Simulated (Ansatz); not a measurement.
Job for Ansatz (a program for electronic structure): U-r2SCAN/def2-TZVPP on H2SeZn (SMILES [ZnH][SeH]), a point of a bond scan (R = 2.687 Å).

Ansatz 0.2 input:
```yaml
crystal:
  periodic: [false, false, false]
  atoms:
    - {symbol: Zn, position_ang: [-0.70919421, -0.50984122, -0.82879930]}
    - {symbol: H, position_ang: [-2.29206825, -1.65566613, -2.67333964]}
    - {symbol: Se, position_ang: [0.65395606, 0.50525059, 0.74073403]}
    - {symbol: H, position_ang: [0.65501376, -0.71868499, 1.56184434]}
basis:
  gaussian:
    orbitals: def2-TZVPP
hamiltonian:
  xc: {name: r2SCAN}
magnetization: {spin_polarized: true, initial_magnetization: 0}
```

Give the final energy of this run.

-4182.0564 hartree. Its determinant has ⟨S²⟩ = 0.40, a mixture of spin states.

How many basis functions does it have, and what does it roughly cost on one machine?

140 functions; very roughly 19 core-seconds.
